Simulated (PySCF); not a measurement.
Ionisation energy along the 12-electron series

Calculated with PySCF 2.14 and a two-component X2C-1e Hamiltonian (Gaussian nucleus, no Breit or QED terms), each ion in its own even-tempered basis scaled to its charge; GMP2 freezes 1s2 and drops the highest virtual spinors. Values in eV. NIST values: (m) measured, (s) semi-empirical, (t) theoretical.

```
  ion  configuration  GHF (spin-free)  GMP2 (spin-free)  GHF (screened spin-orbit)  GMP2 (screened spin-orbit)           NIST
Re⁶³⁺       [Ne] 3s2           7236.9            7240.3                     7236.2                      7240.1  7230 ± 19 (t)
Ir⁶⁵⁺       [Ne] 3s2           7718.0            7721.3                     7717.2                      7721.0  7710 ± 30 (t)
```

(1) Fill in the row of Os⁶⁴⁺.

## Answers

(1) configuration: [Ne] 3s2; GHF (spin-free): 7475.0; GMP2 (spin-free): 7478.4; GHF (screened spin-orbit): 7474.2; GMP2 (screened spin-orbit): 7478.1; NIST: 7468 ± 24 (t).
